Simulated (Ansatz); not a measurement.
Consider the substitution at a C–C bond: `C[CH](F)[SnH2][F]` + `N[Si](O)(F)Cl` → `CO[Si](N)(F)Cl` + `F[CH2][SnH2][F]`.

Isolated molecules relaxed with PBE0-D4/def2-TZVP in Ansatz; ΔE leaves out vibrations. CCSD(T)/CBS is the MP2 limit (def2-TZVPP, def2-QZVPP) plus CCSD(T) − MP2 in def2-TZVPP, frozen cores. Functionals use def2-TZVPP. B3LYP here is the variant with VWN-RPA as its local correlation; programs differ in this. Elements past krypton have def2 core potentials. For Sn outer-core shells are correlated without core-valence functions, which leaves a few kJ/mol of doubt a bond. Each species was taken in one conformer, which may not be the lowest.

`C[CH](F)[SnH2][F]`:

Z-matrix (Å, degrees):
```
C
C 1 1.505
H 1 1.093 2 110.0
H 1 1.094 2 110.0 3 -119.2
H 1 1.091 2 111.7 3 119.7
F 2 1.393 1 109.8 3 175.5
Sn 2 2.173 1 112.4 3 -64.5
H 2 1.095 1 110.9 3 57.7
F 7 1.932 2 103.0 1 -21.7
H 7 1.702 2 114.3 1 -135.0
H 7 1.707 2 114.6 1 90.6
```

`N[Si](O)(F)Cl`:

```xyz
8

N     0.255    0.061    1.185
Si   -0.085   -0.317   -0.423
O     0.289    0.904   -1.423
F     0.736   -1.537   -1.011
Cl   -2.051   -0.848   -0.498
H    -0.218   -0.413    1.936
H     1.167    0.391    1.458
H    -0.092    1.760   -1.224
```

`CO[Si](N)(F)Cl`:

Cartesian coordinates in Å:
```
C -1.728 0.278 0.796
O -0.462 0.635 0.279
Si 0.589 -0.384 -0.401
N 2.051 0.414 -0.583
F 0.646 -1.688 0.513
Cl -0.022 -1.074 -2.222
H -2.133 1.146 1.317
H -2.413 0.001 -0.011
H -1.651 -0.555 1.500
H 2.405 1.055 0.105
H 2.718 0.172 -1.293
```

`F[CH2][SnH2][F]`:

```xyz
8

F    -0.323   -1.951    0.723
C    -0.838   -0.731    0.313
Sn    0.788    0.576   -0.253
F    -0.138    2.182   -0.795
H    -1.505   -0.896   -0.535
H    -1.408   -0.294    1.136
H     1.783    1.051    1.045
H     1.641    0.063   -1.635
```

```
             level  ΔE (kcal/mol)  difference from CCSD(T)/CBS
            PBE-D4           16.2                         -0.6
         r2SCAN-D4           16.6                         -0.2
           PBE0-D4           16.1                         -0.7
          B3LYP-D4           14.4                         -2.4
           ωB97X-V           14.9                         -1.9
            B2PLYP           15.2                         -1.6
               PBE           16.1                         -0.7
            r2SCAN           16.6                         -0.2
              PBE0           16.0                         -0.8
     HF/def2-TZVPP           12.0                         -4.8
SCS-MP2/def2-TZVPP           15.7                         -1.1
     HF/def2-QZVPP           11.9                         -4.9
    MP2/def2-QZVPP           17.8                          1.0
SCS-MP2/def2-QZVPP           16.1                         -0.7
      HF/CBS(def2)           11.8                         -5.0
     MP2/CBS(def2)           18.1                          1.3
       CCSD(T)/CBS           16.8                            0
```

Largest T1 diagnostic among the species: 0.013.

In def2-TZVPP, CCSD(T) changes the Hartree–Fock value by +4.1 kcal/mol (the triples alone add +0.5 kcal/mol) and MP2 by +5.4 kcal/mol.
